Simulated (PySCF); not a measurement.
**Functional dependence of a UV spectrum**

Species: cycloheptatriene, C7H8.
Atom-mapped SMILES: `[CH:1]1=[CH:2][CH:3]=[CH:4][CH2:5][CH:6]=[CH:7]1` (hydrogens: H8 on C1; H9 on C2; H10 on C3; H11 on C4; H12, H13 on C5; H14 on C6; H15 on C7)

Linear-response calculations in the def2-SVPD basis (PySCF; singlets by full response, triplets Tamm–Dancoff, core orbitals frozen in the response; HF means time-dependent Hartree–Fock). 'Strongest' is the level of largest summed f among the singlets computed (10 roots, of which the last may lack a degenerate partner); it can jump between rows when another state enters that window. S1 is the lowest singlet of each run and needn't be the same state throughout; f(S1) is that of one state. One conformer (not necessarily the lowest) at the PBE0-D3(BJ)/def2-SVP geometry, without solvent, vibrations or thermal averaging.

```
functional                               kind  S1 (eV)  f(S1)  strongest (eV)  T1 (eV)  HOMO (eV)  gap (eV)  ionisation energy, ΔSCF (eV)
       LDA                                LDA     4.29  0.083            5.91     3.11      -5.67      3.49                          8.44
       PBE                                GGA     4.32  0.085            5.98     2.97      -5.48      3.53                          8.21
      PBE0  global hybrid, 25% exact exchange     4.56  0.097            6.39     2.94      -6.41      5.36                          8.25
 BHandHLYP  global hybrid, 50% exact exchange     4.71  0.103            6.62     2.92      -7.19      7.18                          8.12
 CAM-B3LYP             range-separated hybrid     4.65  0.099            6.52     2.99      -7.61      7.64                          8.32
   wB97X-D             range-separated hybrid     4.65  0.100            6.55     3.06      -8.15      8.84                          8.28
   LC-wPBE             range-separated hybrid     4.84  0.099            6.77     2.92      -8.87      9.96                          8.41
        HF                       Hartree–Fock     4.87  0.102            6.97     2.54      -8.29     10.85                   not settled
```

Question: What does B3LYP (global hybrid, 20% exact exchange) give?

Answer: S1 (eV) 4.49, f(S1) 0.096, strongest (eV) 6.27, T1 (eV) 2.99, HOMO (eV) -6.22, gap (eV) 4.98, ionisation energy, ΔSCF (eV) 8.26. S1 runs from 4.29 eV (LDA) to 4.87 eV (HF), a spread of 0.58 eV, while the orbital gap spreads over 7.4 eV. Along PBE (0%), B3LYP (20%), PBE0 (25%), BHandHLYP (50%), HF (100%) S1 rises with the share of exact exchange. −ε(HOMO) comes closest to its own ΔSCF ionisation energy with wB97X-D (-0.13 eV) and misses most with LDA (-2.78 eV). 'Not settled' means that the ion's SCF failed to converge or may have ended in another state than the lowest.
